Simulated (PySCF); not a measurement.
SMILES C[Si](C)(O)/C=[CH]/[Al]([OH])[OH], singlet at its GFN2-xTB optimised geometry (Å):

```
20

Si    -0.6116    -2.8604     0.0089
C     -0.6653    -3.5776     1.7675
C     -2.3504    -2.7824    -0.7686
O      0.3492    -3.9151    -0.8020
C      0.1731    -1.1331    -0.0034
C     -0.4793     0.0277    -0.0108
Al     0.4511     1.7762     0.0000
O     -0.4934     3.1257     0.0000
O      2.0989     1.7762     0.0000
H      0.3344    -3.6677     2.1795
H     -1.1126    -4.5664     1.7722
H     -1.2434    -2.9454     2.4336
H     -2.7603    -3.7785    -0.9099
H     -2.3335    -2.2931    -1.7388
H     -3.0430    -2.2332    -0.1400
H      0.5424    -3.8000    -1.7285
H      1.2587    -1.1008     0.0104
H     -1.5649     0.0154    -0.0228
H     -1.0128     3.9151     0.0041
H      3.0430     1.7461     0.0089
```

Computed with PBE0/def2-SVP (PySCF). Cells within 0.4 Å of a nucleus heavier than hydrogen are left out (blank, or x).

Map of the Laplacian of the electron density (e/bohr⁵), clipped to [-1.50, 1.50] on the plane z = 0.0 Å:

```
|55555555555555555555555555555|
|55555555555555555555555555555|
|55555555555555555555555555555|
|55555555555555555555555555555|
|55555555555555555555555555555|
|55555555555406655555555555555|
|5555555555562x555555555555555|
|555555555556xx455555555555555|
|55555555555555665556555555555|
|555555555555559x965x555555555|
|555555555555559x96xx005555555|
|55555555555555999554655555555|
|55555555555554455555555555555|
|55555555555446355555555555555|
|555555555500xx455555555555555|
|55555555555442355555555555555|
|55555555555554xx3355555555555|
|55555555555555xx2155555555555|
|55555555555554345555555555555|
|55555550555555455555555555555|
|555555544546xx755555555555555|
|555555555547xx955555555555555|
|55555555555599555555555555555|
|55555555555555665555555555555|
|55555555555555565555555555555|
|55555555555555555555555555555|
|55555555555555555555555555555|
|55555555555555555555555555555|
|55555555555555555555555555555|
```
Scale: ten equal steps from -1.50 (start of '0') to 1.50 (end of '9'), in the order '0123456789'; x runs from -6.00 to 6.00, y from -6.00 (bottom) to 6.00 (top).
